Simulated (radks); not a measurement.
Values are calculated unless marked as measured or tabulated.
Effect of the nuclear size on the promethium ion Pm50+, [Ne] 3s1. Level of theory: Dirac Kohn-Sham, PBE, spin-unpolarised, spherical densities, finite nucleus; Fermi nuclear charge, rms radius 4.962 fm (a radial shooting solver on a logarithmic mesh with Libxc functionals). The rms radius is varied about that value; shifts are against it.

\begin{tabular}{lrrrrrrrr}
rms radius (fm) & total energy shift (eV) & density at nucleus (e/bohr^3) & 1s1/2 shift (meV) & 2s1/2 shift (meV) & 2p1/2 shift (meV) & 3s1/2 shift (meV) & 3p1/2 (empty) shift (meV) & 4s1/2 (empty) shift (meV) \\ \hline
3.9894 & -5.16 & 5.127e+05 & -2160 & -283 & 2.82 & -76.1 & 0.235 & -30.5 \\
4.7139 & -1.40 & 4.934e+05 & -586 & -76.6 & 0.763 & -20.6 & 0.063 & -8.25 \\
4.962 & 0 & 4.876e+05 & 0.000 & 0.000 & 0.000 & 0.000 & 0.000 & 0.000 \\
5.349 & 2.29 & 4.792e+05 & 961 & 125 & -1.25 & 33.8 & -0.102 & 13.5 \\
6.1876 & 7.71 & 4.634e+05 & 3230 & 422 & -4.17 & 114 & -0.337 & 45.5 \\
\end{tabular}

Slopes of the eigenvalues against <r^2> in GHz/fm^2, as finite differences over the two radii next to the reference (eigenvalue slopes, not the field-shift constants of lines): 1s1/2 58500, 2s1/2 7650, 2p1/2 -76.0, 3s1/2 2060, 3p1/2 (empty) -6.23, 4s1/2 (empty) 824.
